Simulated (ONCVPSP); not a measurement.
u(r) = r·R(r): atom against pseudo-atom (lanthanum (La))

Columns: radius, all-electron u(r) and pseudo u(r) of the 5s shell (level -38.95 eV) of lanthanum in the configuration [Kr] 4d10 5s2 5p6 5d1 6s2; PBEsol, scalar-relativistic, ONCV scheme, ONCVPSP 4.0.1.

| r (bohr) | all-electron | pseudo |
| --- | --- | --- |
| 0.170 | 0.2686 | 0.0802 |
| 0.340 | -0.0770 | 0.1776 |
| 0.510 | -0.5167 | 0.3013 |
| 0.680 | -0.2649 | 0.4477 |
| 0.850 | 0.2233 | 0.6010 |
| 1.020 | 0.6281 | 0.7386 |
| 1.190 | 0.8641 | 0.8383 |
| 1.360 | 0.9508 | 0.8859 |
| 1.530 | 0.9337 | 0.8782 |
| 1.700 | 0.8559 | 0.8229 |
| 1.870 | 0.7495 | 0.7348 |
| 2.040 | 0.6356 | 0.6309 |
| 2.210 | 0.5265 | 0.5256 |
| 2.380 | 0.4286 | 0.4285 |
| 2.550 | 0.3443 | 0.3443 |
| 2.720 | 0.2738 | 0.2737 |
| 2.890 | 0.2160 | 0.2159 |
| 3.060 | 0.1693 | 0.1693 |
| 3.230 | 0.1321 | 0.1321 |
| 3.400 | 0.1026 | 0.1026 |
| 3.570 | 0.0795 | 0.0795 |
| 3.740 | 0.0614 | 0.0614 |
| 3.910 | 0.0473 | 0.0473 |
| 4.080 | 0.0364 | 0.0364 |
| 4.250 | 0.0279 | 0.0279 |
| 4.420 | 0.0214 | 0.0214 |

Question: How many radial nodes do the two functions have?

Answer: The all-electron 5s function has n − l − 1 = 4 (the table is too coarse to show those close to the nucleus); the pseudo-wave has 0, since the states of the same l below it are removed with the core.

Question: At about which radius was the pseudo-wave matched?

Answer: 2.80 bohr. The columns agree to 0.0005 from 2.38 bohr on; several derivatives are matched, so the curves merge somewhat inside the radius.

Question: Where does each function peak?

Answer: Outermost all-electron maximum near 1.36 bohr, pseudo maximum near 1.36 bohr (to the table’s step).

Question: Is the pseudo-wave norm-conserving?

Answer: Yes: the ONCV scheme keeps the norm inside the radius equal to the all-electron one, which fixes the energy derivative of the logarithmic derivative at the level.
